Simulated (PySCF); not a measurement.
BiCl₂H₃Si, SMILES [Cl][Bi]([Cl])[SiH3]. Coordinates come from a r2SCAN-D4/def2-SVP optimisation. The structure was generated by enumeration; whether it is a known compound was not checked. The def2 effective core potentials stand for the cores of Bi; spin–orbit coupling is left out.

Problem. Give the equilibrium geometry at r2SCAN-D4/def2-SVP (PySCF confirms it by a frequency run) as bond lengths and angles, and its point group. (An estimate is asked for; the answer gives what the named calculation found.)

Solution. point group Cs.
Atoms: Bi1 Cl2 Cl3 Si4 H5 H6 H7. Bond lengths (Å): Bi1–Cl2 2.491, Bi1–Cl3 2.491, Bi1–Si4 2.696, Si4–H5 1.495, Si4–H6 1.489, Si4–H7 1.495. Angles (°): Cl2–Bi1–Cl3 101.1, Cl2–Bi1–Si4 89.0, Cl3–Bi1–Si4 89.0, Bi1–Si4–H5 109.8, Bi1–Si4–H6 106.2, Bi1–Si4–H7 109.8, H5–Si4–H6 110.8, H5–Si4–H7 109.5, H6–Si4–H7 110.8.
Charge 0, spin multiplicity 1.
